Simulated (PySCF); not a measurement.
## J couplings in C₅H₂F₃N

Molfile (atoms numbered from 1):
```
C5H2F3N
     RDKit          3D

 11 11  0  0  0  0  0  0  0  0999 V2000
   -1.6687    2.6595   -0.3696 N   0  0  0  0  0  0  0  0  0  0  0  0
   -1.4126    1.5910   -0.0570 C   0  0  0  0  0  0  0  0  0  0  0  0
   -1.0883    0.2451    0.3051 C   0  0  1  0  0  0  0  0  0  0  0  0
   -1.6326   -0.1271    1.5170 F   0  0  0  0  0  0  0  0  0  0  0  0
   -0.8612   -0.8186   -0.7080 C   0  0  0  0  0  0  0  0  0  0  0  0
   -1.4568   -1.6364   -1.5338 F   0  0  0  0  0  0  0  0  0  0  0  0
    0.2225   -0.4112   -0.1090 C   0  0  0  0  0  0  0  0  0  0  0  0
    1.6676   -0.4417    0.1657 C   0  0  0  0  0  0  0  0  0  0  0  0
    2.1547    0.8256    0.3351 F   0  0  0  0  0  0  0  0  0  0  0  0
    1.8681   -0.9873    1.0980 H   0  0  0  0  0  0  0  0  0  0  0  0
    2.2130   -0.8963   -0.6695 H   0  0  0  0  0  0  0  0  0  0  0  0
  1  2  3  0
  2  3  1  0
  3  4  1  1
  3  5  1  0
  5  6  1  0
  5  7  2  0
  7  8  1  0
  8  9  1  0
  7  3  1  0
  8 10  1  0
  8 11  1  0
M  END
```

Couplings: B3LYP/pcJ-1 (spin–dipole term only in couplings to heteroatoms) in PySCF, geometry GFN2-xTB; gas phase, one conformer, non-relativistic. Couplings are averaged over pairs made equivalent by symmetry, fast rotation or ring inversion, so a value needn't be that of the named pair in this geometry, while other rotamers aren't included; one pair stands for each set, and the list holds a selection of those of at least 0.8 Hz over up to four bonds, among pairs with at least one F or H atom (others weren't computed). One-bond C–F couplings come out tens of Hz too large with common functionals.

Isotopes: ¹³C, ¹⁹F, ¹H.

| pair | bonds | J (Hz) |
| --- | --- | --- |
| C3, F4 | 1 | -319.6 |
| C5, F6 | 1 | ? |
| C8, F9 | 1 | -232.0 |
| C8, H10 | 1 | ? |
| C8, H11 | 1 | 161.4 |
| C2, F4 | 2 | ? |
| C3, F6 | 2 | ? |
| F4, C5 | 2 | 17.7 |
| F6, C7 | 2 | -35.6 |
| C7, F9 | 2 | 25.7 |
| C7, H10 | 2 | ? |
| F9, H11 | 2 | 52.0 |
| H10, H11 | 2 | -14.7 |
| C2, F6 | 3 | ? |
| C3, H10 | 3 | 1.2 |
| C3, H11 | 3 | 9.8 |
| F4, F6 | 3 | 66.7 |
| C5, F9 | 3 | 12.1 |
| C5, H10 | 3 | ? |
| F6, C8 | 3 | -1.8 |
| C2, F9 | 4 | 2.8 |
| F4, F9 | 4 | ? |
| F4, H10 | 4 | 9.0 |
| F4, H11 | 4 | 3.0 |
| F6, F9 | 4 | 3.7 |
| F6, H10 | 4 | 7.6 |

**Question.** Estimate the withheld couplings, with signs.

**Answer.** 
- ¹J(C5,F6) = -543.2 Hz (bond length 1.306 Å)
- ¹J(C8,H10) = 159.5 Hz (bond length 1.099 Å, sp3 carbon)
- ²J(C2,F4) = 57.3 Hz (angle at C3 113°)
- ²J(C3,F6) = 13.0 Hz (angle at C5 144°)
- ²J(C7,H10) = -5.7 Hz (angle at C8 110°)
- ³J(C2,F6) = -5.1 Hz (dihedral angle 77°)
- ³J(C5,H10) = 7.7 Hz (dihedral angle 100°)
- ⁴J(F4,F9) = 2.2 Hz
